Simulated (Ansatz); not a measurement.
Reaction (atomization): `[CH3][Zn][CH2]Cl` → 2 C• + Cl• + 5 H• + Zn (atom)

Gas-phase electronic energies from Ansatz, PBE0-D4/def2-TZVP geometries. CCSD(T)/CBS is the MP2 limit (def2-TZVPP, def2-QZVPP) plus CCSD(T) − MP2 in def2-TZVPP, frozen cores. This one scheme is used for every species, atoms too. DFT in def2-TZVPP. Open shells (•) are unrestricted, without spin–orbit coupling. Spin–orbit coupling would lower the free atoms: a little for C, Cl. For Zn outer-core shells are correlated without core-valence functions, so the limit isn't a true one: a few kJ/mol of doubt a bond, and 10 to 20 or more in all where bonds break to atoms. Scalar relativity is left out up to krypton. Each species was taken in one conformer, which may not be the lowest.

`[CH3][Zn][CH2]Cl`:

Cartesian coordinates in Å:
```
C 1.951 0.280 -0.008
Zn 0.035 0.047 0.123
C -1.904 -0.213 0.184
Cl -2.374 -0.836 -1.445
H 2.303 0.033 -1.012
H 2.235 1.313 0.206
H 2.473 -0.367 0.702
H -2.479 0.699 0.343
H -2.240 -0.956 0.907
```

**Question.** What is ΔE at CCSD(T)/CBS? (An estimate is asked.)

**Answer.** Ansatz gave: +684.5 kcal/mol.

**Question.** What do these levels give: PBE0-D4, ωB97X-V, PBE, PBE0, HF/CBS(def2), CCSD/CBS(def2)? (Estimate.)

**Answer.** The calculation gave: PBE0-D4 689.0, ωB97X-V 687.9, PBE 693.6, PBE0 686.0, HF/CBS(def2) 503.9, CCSD/CBS(def2) 674.4 kcal/mol.

Largest T1 diagnostic among the species: 0.017.

The D4 term adds +5.8 kcal/mol with B3LYP and +3.0 kcal/mol with PBE0; it sums over pairs of atoms, weighted by their polarisabilities, and B3LYP, whose exchange is more repulsive, gets the larger term. From PBE to PBE0 (25 % exact exchange), in def2-TZVPP and without D4, ΔE moves by −7.6 kcal/mol: exact exchange takes away binding that semilocal exchange gives to molecules.

B3LYP here is the variant with VWN-RPA as its local correlation; programs differ in this.

For atomizations the MP2-based limit and the directly extrapolated one differ by several kJ/mol either way, and by 10 to 25 for some Ge, Se and Sn compounds, so smaller differences from it don't rank the levels.
